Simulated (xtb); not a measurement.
Sn(H)(OH)(NH2)2 (H6N2OSn), SMILES [NH2][SnH]([NH2])[OH]. All values are semi-empirical tight-binding results from xtb (GFN2-xTB unless named), good for trends rather than for accurate numbers. The structure is a stationary point at GFN2-xTB. The structure was generated by enumeration; whether it is a known compound was not checked. One conformer was computed; it need not be the lowest.

For metal compounds this method's bond lengths and energies can be far off.

Q: Estimate the properties. (An estimate is asked for; the answer gives what the named calculation found.)

A: 
```json
{
  "orbital_gap": "4.41 eV",
  "zero_point_energy": "41.5 kcal/mol",
  "G − E(el) at 298.15 K (modified RRHO)": "21.0 kcal/mol"
}
```
